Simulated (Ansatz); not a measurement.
Ansatz (a program for electronic structure) input for HOS, SMILES O[S], multiplicity 2, PBE/def2-TZVPD. Geometry: PBE0-D3(BJ)/def2-TZVPD.

Ansatz 0.2 input:
```yaml
crystal:
  periodic: [false, false, false]
  atoms:
    - {symbol: O, position_ang: [-0.11868022, -1.02115381, 0.00000000]}
    - {symbol: S, position_ang: [0.01140166, 0.59847475, 0.00000000]}
    - {symbol: H, position_ang: [0.76701518, -1.40636557, 0.00000000]}
basis:
  gaussian:
    orbitals: def2-TZVPD
hamiltonian:
  xc: {name: PBE}
magnetization: {spin_polarized: true, initial_magnetization: 1}
```

Output:

```
WARN ansatz: RAYON_NUM_THREADS=1 ignored (pool sized by the plan → 1); use --threads N
Functional definition: PBE
integrals: 0.02 GiB planned
528 factors; their error is unknown
mean field: 0.24 GiB planned
mean field evaluation 1: about -12887.4477 eV, gradient 3.6e1 eV
mean field evaluation 2: about -12851.4839 eV, gradient 9.6e1 eV
mean field evaluation 4: about -12891.6325 eV, gradient 4.6e0 eV
mean field evaluation 8: about -12891.7235 eV, gradient 1.6e-1 eV
mean field evaluation 16: about -12891.7235 eV, gradient 2.1e-5 eV
mean field evaluation 32: about -12891.5950 eV, gradient 7.7e-1 eV
mean field -12891.72353232 eV, -473.7621014888 hartree, gradient 2.1e-5 eV, S^2 0.753017; 4 other end points of the search recorded, 0 dependent functions left out
reference -12891.72358815 eV, -473.7621035405 hartree; 13, 12 occupied and 82, 83 virtual orbitals, 528 factors
Total energy: -12891.72358815 eV, -473.7621035405 hartree
```

Self-consistency was reached.
